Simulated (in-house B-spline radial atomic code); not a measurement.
## RPA and G0W0 on r2SCAN: Te5+

Configuration [Kr] 4d10 5s1, highest spin, mean-field start r2SCAN. Computed with an all-electron radial atomic-structure program (B-spline basis): all electrons, non-relativistic, point nucleus, each spin shell either full or empty, empty states to l = 9 with an (l + 1/2)⁻⁴ tail; G0W0 by contour deformation at full frequency.

Without relativity these are model numbers: it shifts the levels of so heavy an element strongly and can reorder them.

Command:
```bash
python run_gw.py task.json out
```
Settings (radii: box in bohr, nucleus in fm):
```
Z                        52
electrons                47
configuration            [Kr] 4d10 5s1
hamiltonian              nr
method                   r2scan
lmax                     9
spin_polarised           True
box_radius               10.43
intervals                52
ion_configuration        [Kr] 4d10
```

Cost of the run: 7.9 s on 1 thread of Arm Neoverse N1, with other jobs on the host.

Energies (hartree):

```json
{"term": "mean-field total", "value": "-6608.91416"}
{"term": "Hartree-Fock functional on these orbitals", "value": "-6606.51672"}
{"term": "direct second order", "value": "-4.1053"}
{"term": "second-order exchange", "value": "1.1327"}
{"term": "SOSEX correction", "value": "1.0595"}
```

Question: What is the RPA correlation energy, and what remains with SOSEX?

Answer: RPA gives -3.6422 hartree (-2.11 eV per electron); RPA + SOSEX gives -2.5827, and the second-order doubles -2.9726 hartree (no singles). RPA lacks exchange-type terms and so overcorrelates at short range.

Quasi-particle levels (eV):

```
  level  occupied  mean field  Σx - vxc     Σc  QP weight     G0W0
  5s up       yes      -63.45     -3.40      ?          ?        ?
4d down       yes     -100.96    -10.58   0.57      0.950  -110.97
  4d up       yes     -101.31    -10.50   0.58      0.935  -111.23
5s down        no      -60.46      6.75  -2.89      0.953   -56.60
```

G0W0 = mean field + (Σx - vxc) + Σc, with Σc (partial-wave tail included) taken at the quasi-particle energy. Only the outer levels were computed. Levels of low weight are left out.

Question: Where does G0W0 put 5s up?

Answer: At -69.01 eV, with Σc = -2.16 eV and a quasi-particle weight of 0.969. The tabulated removal energy is 69.1 ± 2 eV (NIST, tabulated theory); the calculation leaves out relativity, Breit and QED terms, and what these don't explain is the method's own error.

Question: What does it cost to remove one electron (to [Kr] 4d10) by differences of total energies, each species on its own start (correlation terms add to the Hartree-Fock functional)?

Answer: r2SCAN 68.27 eV, Hartree-Fock functional 66.63 eV, + RPA 68.80 eV, + RPA + SOSEX 68.04 eV, + second order 69.00 eV. Tabulated: 69.1 ± 2 eV (NIST, tabulated theory); the calculation leaves out relativity, Breit and QED terms, and what these don't explain is the method's own error.
